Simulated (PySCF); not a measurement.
Fractional electron number in Tc+ (technetium, charge +1)

The 5s alpha orbital of [Kr] 4d5 5s1 is emptied in steps (occupation f), with all orbitals relaxed, ending at [Kr] 4d5. Calculation: PySCF 2.14, in aug-cc-pVTZ-PP with ECP28MDF; scalar relativity through the core potential. The exact energy is a straight line in f; departures are measured from the line between the end points of the same method.

```json
{"f": "1", "BHandHLYP (eV)": "0.000", "wB97X (eV)": "0.000", "r2SCAN0 (eV)": "0.000"}
{"f": "0.9", "BHandHLYP (eV)": "-0.147", "wB97X (eV)": "-0.024", "r2SCAN0 (eV)": "-0.202"}
{"f": "0.7", "BHandHLYP (eV)": "-0.342", "wB97X (eV)": "-0.054", "r2SCAN0 (eV)": "-0.468"}
{"f": "0.5", "BHandHLYP (eV)": "-0.408", "wB97X (eV)": "-0.059", "r2SCAN0 (eV)": "-0.558"}
{"f": "0.3", "BHandHLYP (eV)": "-0.343", "wB97X (eV)": "-0.044", "r2SCAN0 (eV)": "-0.470"}
{"f": "0.1", "BHandHLYP (eV)": "-0.147", "wB97X (eV)": "-0.017", "r2SCAN0 (eV)": "-0.202"}
{"f": "0", "BHandHLYP (eV)": "0.000", "wB97X (eV)": "0.000", "r2SCAN0 (eV)": "0.000"}
```

```tsv
method	E(f=0) − E(f=1) (eV)	−ε at f=1 (eV)	−ε at f=0.5 (eV)
BHandHLYP	14.928	13.300	14.927
wB97X	14.674	14.396	14.702
r2SCAN0	15.406	13.154	15.398
```

Orbital energy along the path (eV):

| f | BHandHLYP | wB97X | r2SCAN0 |
| --- | --- | --- | --- |
| 1 | -13.300 | -14.396 | -13.154 |
| 0.9 | -13.624 | -14.463 | -13.619 |
| 0.7 | -14.275 | -14.591 | -14.520 |
| 0.5 | -14.927 | -14.702 | -15.398 |
| 0.3 | -15.580 | -14.785 | -16.295 |
| 0.1 | -16.232 | -14.831 | -17.199 |
| 0 | -16.557 | -14.851 | -17.643 |

Reference removal energy between the ground levels: 15.26 eV (semi-empirical (NIST evaluation); NIST Atomic Spectra Database, ionization energies).
